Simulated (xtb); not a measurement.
xtb input (GFN2-xTB):

```bash
xtb mol.xyz --gfn 2 --sp --chrg 0 --uhf 0
```
mol.xyz:
```
16

C      2.15572656    -0.44303286    -1.27070040
Se     1.54302350     0.87048805     0.04897811
C     -0.39046185     0.67783772    -0.27006758
C     -1.12693569     1.84770096     0.35602101
Se    -0.98205793    -1.07277024     0.43716825
C     -2.70128136    -1.17279837    -0.51252228
H      1.91516776    -0.10327919    -2.27549337
H      1.68963409    -1.40342660    -1.06673261
H      3.23483727    -0.52003981    -1.15723096
H     -0.53693251     0.64979326    -1.34883618
H     -2.20349079     1.74496182     0.21071020
H     -0.93912471     1.89808881     1.42902692
H     -0.80974526     2.78903066    -0.09904129
H     -3.37582936    -0.38926907    -0.17585519
H     -3.13049815    -2.14430723    -0.27572858
H     -2.53913395    -1.10220287    -1.58617932
```

End of the output:

```
         :::::::::::::::::::::::::::::::::::::::::::::::::::::
         ::                     SUMMARY                     ::
         :::::::::::::::::::::::::::::::::::::::::::::::::::::
         :: total energy             -19.985531314023 Eh    ::
         :: gradient norm              0.012770929208 Eh/a0 ::
         :: HOMO-LUMO gap              3.870870777481 eV    ::
         ::.................................................::
         :: SCC energy               -20.187619770798 Eh    ::
         :: -> isotropic ES            0.004809778585 Eh    ::
         :: -> anisotropic ES          0.001974240061 Eh    ::
         :: -> anisotropic XC          0.012456297401 Eh    ::
         :: -> dispersion             -0.012087893388 Eh    ::
         :: repulsion energy           0.202088456774 Eh    ::
         :: add. restraining           0.000000000000 Eh    ::
         :: total charge               0.000000000000 e     ::
         :::::::::::::::::::::::::::::::::::::::::::::::::::::

           -------------------------------------------------
          |                Property Printout                |
           -------------------------------------------------

    * Orbital Energies and Occupations

         #    Occupation            Energy/Eh            Energy/eV
      -------------------------------------------------------------
         1        2.0000           -0.7465925             -20.3158
       ...           ...                  ...                  ...
         7        2.0000           -0.5182400             -14.1020
         8        2.0000           -0.5121655             -13.9367
         9        2.0000           -0.5031594             -13.6917
        10        2.0000           -0.5001172             -13.6089
        11        2.0000           -0.4968555             -13.5201
        12        2.0000           -0.4930471             -13.4165
        13        2.0000           -0.4816932             -13.1075
        14        2.0000           -0.4646078             -12.6426
        15        2.0000           -0.4504657             -12.2578
        16        2.0000           -0.4358248             -11.8594
        17        2.0000           -0.4298927             -11.6980
        18        2.0000           -0.3640323              -9.9058
        19        2.0000           -0.3612878              -9.8311 (HOMO)
        20                         -0.2190359              -5.9603 (LUMO)
        21                         -0.2160323              -5.8785
        22                         -0.1649601              -4.4888
        23                         -0.1486152              -4.0440
        24                          0.0174442               0.4747
        25                          0.0326402               0.8882
        26                          0.0506272               1.3776
        27                          0.0703253               1.9136
        28                          0.0753397               2.0501
        29                          0.0969199               2.6373
        30                          0.1246537               3.3920
       ...                                ...                  ...
        44                          0.7885894              21.4586
      -------------------------------------------------------------
                  HL-Gap            0.1422519 Eh            3.8709 eV
             Fermi-level           -0.2901618 Eh           -7.8957 eV

     #   Z          covCN         q      C6AA      α(0)
     1   6 C        3.741    -0.067    21.859     6.671
     2  34 Se       2.133    -0.181   241.882    27.100
     3   6 C        3.829     0.046    19.779     6.328
     4   6 C        3.817    -0.092    22.246     6.713
     5  34 Se       2.109    -0.207   242.779    27.150
     6   6 C        3.740    -0.066    21.849     6.669
     7   1 H        0.925     0.059     2.212     2.326
     8   1 H        0.925     0.071     2.074     2.252
     9   1 H        0.925     0.067     2.116     2.275
    10   1 H        0.925     0.046     2.373     2.409
    11   1 H        0.924     0.044     2.401     2.423
    12   1 H        0.924     0.058     2.220     2.330
    13   1 H        0.924     0.051     2.310     2.377
    14   1 H        0.925     0.055     2.264     2.353
    15   1 H        0.925     0.063     2.169     2.303
    16   1 H        0.925     0.054     2.268     2.355

 Mol. C6AA /au·bohr⁶  :       4147.029185
 Mol. C8AA /au·bohr⁸  :     170465.149539
 Mol. α(0) /au        :        104.033898

Wiberg/Mayer (AO) data.
largest (>0.10) Wiberg bond orders for each atom

 ---------------------------------------------------------------------------
     #   Z sym  total        # sym  WBO       # sym  WBO       # sym  WBO
 ---------------------------------------------------------------------------
     1   6 C    3.983 --     2 Se   1.061     7 H    0.969     9 H    0.966
                             8 H    0.964
     2  34 Se   2.255 --     1 C    1.061     3 C    0.990
     3   6 C    3.974 --     4 C    1.021     2 Se   0.990     5 Se   0.984
                            10 H    0.946
     4   6 C    3.995 --     3 C    1.021    12 H    0.977    11 H    0.976
                            13 H    0.972
     5  34 Se   2.222 --     6 C    1.045     3 C    0.984
     6   6 C    3.986 --     5 Se   1.045    16 H    0.970    14 H    0.970
                            15 H    0.968
     7   1 H    0.997 --     1 C    0.969
     8   1 H    0.995 --     1 C    0.964
     9   1 H    0.995 --     1 C    0.966
    10   1 H    0.998 --     3 C    0.946
    11   1 H    0.998 --     4 C    0.976
    12   1 H    0.997 --     4 C    0.977
    13   1 H    0.997 --     4 C    0.972
    14   1 H    0.997 --     6 C    0.970
    15   1 H    0.994 --     6 C    0.968
    16   1 H    0.997 --     6 C    0.970
 ---------------------------------------------------------------------------

Topologies differ in total number of bonds
Writing topology from bond orders to xtbtopo.mol

molecular dipole:
                 x           y           z       tot (Debye)
 q only:       -0.452       0.065      -0.757
   full:       -0.856       0.044      -1.102       3.550
Note: The following floating-point exceptions are signalling: IEEE_UNDERFLOW_FLAG IEEE_DENORMAL
normal termination of xtb
molecular quadrupole (traceless):
                xx          xy          yy          xz          yz          zz
 q only:        3.234      -2.565      -2.008      -0.988       1.921      -1.227
  q+dip:        3.396      -4.315      -3.691      -1.159       1.979       0.295
   full:        4.651      -3.737      -3.639      -0.818       2.241      -1.012

           -------------------------------------------------
          | TOTAL ENERGY              -19.985531314023 Eh   |
          | GRADIENT NORM               0.012770929208 Eh/α |
          | HOMO-LUMO GAP               3.870870777481 eV   |
           -------------------------------------------------

------------------------------------------------------------------------
------------------------------------------------------------------------
 total:
 SCF:
```
